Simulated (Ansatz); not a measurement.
Born–Oppenheimer molecular dynamics of HMgZn (3 atoms, charge 0, multiplicity 2). It starts from a relaxed structure.

Method: UKS PBE/def2-SVP in Ansatz 0.2.0.

| Item | Value |
| --- | --- |
| ensemble | NVE (Milne-controlled integrator) |
| time step | 0.5 fs |
| steps asked | 150 |
| starting velocities drawn for | 500 K |
| seed | 256114 |

Frames 0.5 fs apart, positions in Å, forces in eV/Å.

Velocities at 55.0 fs (Å/ps):

```
Mg -0.20 -0.49 -0.15
Zn 0.02 0.07 0.02
H 3.68 7.00 2.64
```

```xyz
3
Properties=species:S:1:pos:R:3:forces:R:3 time_fs=55.0 energy_less_start_eV=0.061 T=31
Mg -0.406 -0.432 -0.261 0.19 0.06 0.11
Zn 2.135 0.176 1.179 -0.12 -0.07 -0.07
H -1.248 1.071 -0.582 -0.06 0.00 -0.03
3
Properties=species:S:1:pos:R:3:forces:R:3 time_fs=55.5 energy_less_start_eV=0.061 T=30
Mg -0.406 -0.432 -0.261 0.18 0.07 0.10
Zn 2.135 0.176 1.179 -0.12 -0.07 -0.07
H -1.246 1.074 -0.580 -0.06 -0.01 -0.03
3
Properties=species:S:1:pos:R:3:forces:R:3 time_fs=56.0 energy_less_start_eV=0.061 T=28
Mg -0.406 -0.432 -0.261 0.17 0.09 0.10
Zn 2.135 0.176 1.179 -0.12 -0.07 -0.07
H -1.244 1.077 -0.579 -0.05 -0.02 -0.03
3
Properties=species:S:1:pos:R:3:forces:R:3 time_fs=56.5 energy_less_start_eV=0.061 T=26
Mg -0.406 -0.432 -0.261 0.16 0.10 0.10
Zn 2.135 0.176 1.179 -0.12 -0.07 -0.07
H -1.243 1.081 -0.578 -0.04 -0.03 -0.03
3
Properties=species:S:1:pos:R:3:forces:R:3 time_fs=57.0 energy_less_start_eV=0.061 T=24
Mg -0.406 -0.432 -0.261 0.16 0.11 0.10
Zn 2.135 0.176 1.179 -0.12 -0.07 -0.07
H -1.241 1.084 -0.577 -0.03 -0.05 -0.02
3
Properties=species:S:1:pos:R:3:forces:R:3 time_fs=57.5 energy_less_start_eV=0.062 T=22
Mg -0.406 -0.433 -0.261 0.15 0.12 0.09
Zn 2.135 0.176 1.179 -0.12 -0.07 -0.07
H -1.240 1.087 -0.576 -0.03 -0.06 -0.02
3
Properties=species:S:1:pos:R:3:forces:R:3 time_fs=58.0 energy_less_start_eV=0.062 T=20
Mg -0.406 -0.433 -0.261 0.14 0.14 0.09
Zn 2.135 0.176 1.179 -0.12 -0.07 -0.07
H -1.239 1.091 -0.575 -0.02 -0.07 -0.02
3
Properties=species:S:1:pos:R:3:forces:R:3 time_fs=58.5 energy_less_start_eV=0.062 T=18
Mg -0.406 -0.433 -0.261 0.14 0.15 0.09
Zn 2.135 0.176 1.179 -0.12 -0.07 -0.07
H -1.238 1.093 -0.574 -0.01 -0.08 -0.02
3
Properties=species:S:1:pos:R:3:forces:R:3 time_fs=59.0 energy_less_start_eV=0.063 T=16
Mg -0.406 -0.433 -0.261 0.13 0.16 0.09
Zn 2.135 0.176 1.179 -0.12 -0.07 -0.07
H -1.236 1.096 -0.573 -0.01 -0.09 -0.01
3
Properties=species:S:1:pos:R:3:forces:R:3 time_fs=59.5 energy_less_start_eV=0.063 T=13
Mg -0.406 -0.433 -0.261 0.13 0.17 0.08
Zn 2.135 0.176 1.179 -0.12 -0.07 -0.07
H -1.235 1.099 -0.572 0.00 -0.10 -0.01
3
Properties=species:S:1:pos:R:3:forces:R:3 time_fs=60.0 energy_less_start_eV=0.063 T=11
Mg -0.406 -0.433 -0.261 0.12 0.18 0.08
Zn 2.135 0.176 1.179 -0.12 -0.07 -0.07
H -1.234 1.101 -0.571 0.00 -0.11 -0.01
3
Properties=species:S:1:pos:R:3:forces:R:3 time_fs=60.5 energy_less_start_eV=0.063 T=10
Mg -0.406 -0.434 -0.261 0.12 0.18 0.08
Zn 2.135 0.176 1.179 -0.12 -0.07 -0.07
H -1.233 1.103 -0.571 0.00 -0.12 -0.01
```

Of the whole run (75 fs, mean temperature of the second half 48 K): The conserved energy stayed within 0.00033 meV per atom of its start (net change 0 meV per atom), so the integration is sound. A run of 0.075 ps of so small a system gives no equilibrium averages.

Run time: 93 s on 1 thread of AMD EPYC 9R45 96-Core Processor (Zen 5) (shared host), peak memory 0.13 GiB.
